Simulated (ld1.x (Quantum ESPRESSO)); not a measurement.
**An odd input for ld1.x (Quantum ESPRESSO) 7.5 (Er (Z = 68))**

Command:

```bash
ld1.x < Er.in > Er.out
```

Input:

```
&input
   title='Er', zed=68., rel=1, dft='PZ', iswitch=3, tr2=1e-4,
   config='[Xe] 4f11 5d0 6s0 6p0',
   nld=4, rlderiv=3.40, eminld=-8.0, emaxld=5.0, deld=0.04
 /
 &inputp
   pseudotype=1, tm=.true., lloc=2,
   nlcc=.true.,
   file_pseudopw='Er.pp', file_wfcaegen='ae.wfc', file_wfcncgen='nc.wfc'
 /
4
5S  1  0   2.00   0.00  1.25  1.25  0.0
5P  2  1   6.00   0.00  1.50  1.50  0.0
4F  4  3  11.00   0.00  1.35  1.35  0.0
5D  3  2   0.00   0.00  3.15  3.15  0.0
 &test
   configts(1)='4f11 5s2 5p6 5d0 6s0 6p0'
 /
```

This is an input that runs to its end, with one change: threshold tr2=1e-4.

Problem. How does the run end?

Solution. The program runs through. The occupied levels of the test differ from the all-electron ones by at most 0.00011 Ry (unchanged input: 0.00006 Ry).

```
     4 3     4F   1(11.00)       -2.62307       -2.62296       -0.00011
     1 0     5S   1( 2.00)       -6.04179       -6.04179       -0.00001
     2 1     5P   1( 6.00)       -4.08550       -4.08548       -0.00002
     3 2     5D   1( 0.00)       -1.85101       -1.85099       -0.00002
     2 0     6S   1( 0.00)       -1.73900       -1.74820        0.00920  !
     3 1     6P   1( 0.00)       -1.29097       -1.29521        0.00424

     eps = 1.0E-07  iter =  1

     Etot =  -26152.684350 Ry,  -13076.342175 Ha, -355825.397604 eV
     Etotps =  -420.771218 Ry,    -210.385609 Ha,   -5724.884065 eV

     Ekin =     381.041674 Ry,     190.520837 Ha,    5184.336085 eV
     Encl =    -712.505579 Ry,    -356.252789 Ha,   -9694.132253 eV
     Ehrt =     309.839119 Ry,     154.919559 Ha,    4215.575968 eV
     Ecxc =     -98.665145 Ry,     -49.332573 Ha,   -1342.407691 eV
     (Ecc =     -51.451377 Ry,     -25.725688 Ha,    -700.031641 eV)
     Epseu=    -300.481287 Ry,    -150.240643 Ha,   -4088.256174 eV

     ---------------------- End of pseudopotential test ----------------------
```
